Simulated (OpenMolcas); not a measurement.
**Sm III: CASPT2 settings compared**

| Quantity | Value |
| --- | --- |
| Program | OpenMolcas 26.06 |
| Basis | ANO-RCC-VDZP [7s6p4d2f1g] |
| Scalar Hamiltonian | DKH3, point nucleus |
| Active space | 6 electrons in 7 orbitals (4f) |
| State averaging | 2S+1 = 7 even, 7 roots; 2S+1 = 5 even, 62 roots kept (CI in the orbitals of an earlier block, 42 in the spin-orbit step); 2S+1 = 3 even, 3 roots kept (CI in the orbitals of an earlier block, 0 in the spin-orbit step) |
| Spin-orbit coupling | RASSI with atomic mean-field integrals over the reference wave functions, term energies averaged over their components |

Methods on the same reference wave functions:
A. CASSCF
B. SS-CASPT2, IPEA 0.4 Eh, sigma2 regulariser 0.1 Eh (closed shells correlated: none)
C. SS-CASPT2, IPEA 0 Eh, sigma1 regulariser 0.3 Eh (closed shells correlated: 5s 5p)
D. SS-CASPT2, IPEA 0 Eh, real shift 0.4 Eh (closed shells correlated: none)

Energies in cm⁻¹ above 4f⁶ ⁷F₀, the measured ground level; measured values from Martin, Zalubas and Hagan, Atomic Energy Levels: The Rare-Earth Elements, NSRDS-NBS 60 (1978).

```tsv
Level	A	B	C	D	Measured
4f⁶ ⁷F₀	0.0	0.0	0.0	0.0	0.0
4f⁶ ⁷F₁	289	303	300	313	293
4f⁶ ⁷F₂	832	870	862	896	814
4f⁶ ⁷F₃	1568	1630	1615	1671	1493
4f⁶ ⁷F₄	2422	2500	2480	2550	2278
4f⁶ ⁷F₅	3316	3390	3360	3440	3132
4f⁶ ⁷F₆	4181	4240	4200	4270	4027
4f⁶ ⁵D₀	20350	18220	18620	17060	
4f⁶ ⁵D₁	21093	18940	19350	17780	
4f⁶ ⁵D₂	22604	20430	20840	19250	
4f⁶ ⁵D₃	24931	22730	23150	21540	
4f⁶ ⁵L₆	26564	26820	26460	25980	
4f⁶ ⁵L₇	27064	27320	26960	26480
```

Deviations, from unrounded energies. A percentage is the sum of absolute deviations over the sum of measured energies, with the sign that they share, or ± where signs differ.

| Against measurement | Levels | A | B | C | D |
| --- | --- | --- | --- | --- | --- |
| mean absolute deviation (cm-1) | 6 | 97 | 150 | 130 | 180 |
| fine structure of the ground term (%) | 6 | ±4.8 | +7.4 | +6.5 | +9.1 |

A lies closest to measurement on these levels and D furthest from it. The largest miss of A in the table is 4f⁶ ⁷F₅, by +180 cm-1. The ranking rests on the paired levels alone, and a cruder setting can come out closer through cancelling errors.

Among B to D the level of the table that moves most is 4f⁶ ⁵D₃, by 1600 cm-1 (lowest in D, highest in C). Moves below CASPT2's spread within the term are not significant.

The mean deviations of B to D differ by less than CASPT2's widest spread within a term (350 cm-1), so their order carries little weight.

From A to B the spin-free energies of the other terms of 4f⁶ shown, above ⁷F, scale by factors of 0.89 to 1.01.

The lowest spin-free term lies below A's lowest term by 0.090 hartree in B, 0.422 hartree in C, 0.099 hartree in D.

Term energies are means over components that CASPT2 splits; among the terms shown or strongly mixed into the levels shown the widest spread is 350 cm-1 (4f⁶ ⁵L, C). High states are left out of the spin-orbit mixing, which shifts the levels that they would mix with. Terms from blocks run as CI alone lack orbitals of their own. Without dynamic correlation excited terms often stand tens of per cent too high (terms of higher spin than the ground term too low), and those without a measured partner can miss by more than the paired ones (holds for A). Measured partners are found by configuration, term and J. A level has none where our copy of the source lacks it or the pairing is in doubt (some pairs that miss far off the trend of their configuration count as doubtful), and it then counts in no deviation. Only configurations of the active space appear. The table leaves out levels that lie high or whose names do not pair safely across all columns.
